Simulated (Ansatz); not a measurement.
Isomers of C2H4OSi, relaxed with PBE0-D4/def2-TZVP in Ansatz; electronic energies, one conformer each and not always the lowest. Functionals use def2-TZVPP; CBS adds triple-zeta CCSD(T) − MP2 to the MP2 limit of def2-TZVPP and def2-QZVPP.

Problem. Order them by energy at frozen-core CCSD(T)/CBS, lowest first. (An estimate is asked.)
A. `[SiH3]C1=CO1`
B. `O=C=C[SiH3]`
C. `C=C1O[SiH2]1`
D. `OC#C[SiH3]`
E. `C1=C[SiH2]O1`
F. `C#C[SiH2]O`
G. `O=C1C[SiH2]1`
H. `O[SiH]1C=C1`

Solution. F (0.0 kJ/mol), H (24.6 kJ/mol), E (33.7 kJ/mol), B (61.7 kJ/mol), C (118.7 kJ/mol), D (186.4 kJ/mol), G (196.0 kJ/mol), A (364.2 kJ/mol).

Problem. How do B2PLYP, B3LYP, ωB97M-V, B3LYP-D4 place them (kJ/mol, against `C#C[SiH2]O`)? (An estimate is asked.)

Solution. The calculation gave: 
```csv
isomer,B2PLYP,B3LYP,ωB97M-V,B3LYP-D4
`O[SiH]1C=C1`,29.3,25.9,12.3,24.3
`[SiH3]C1=CO1`,355.3,346.1,360.0,346.0
`C=C1O[SiH2]1`,113.8,103.2,103.7,102.1
`O=C=C[SiH3]`,42.7,31.1,39.2,30.6
`OC#C[SiH3]`,177.3,168.2,175.0,169.7
`O=C1C[SiH2]1`,188.0,174.3,175.3,173.3
`C1=C[SiH2]O1`,34.9,30.2,19.2,28.3
```

B3LYP here is the variant with VWN-RPA as its local correlation; programs differ in this.
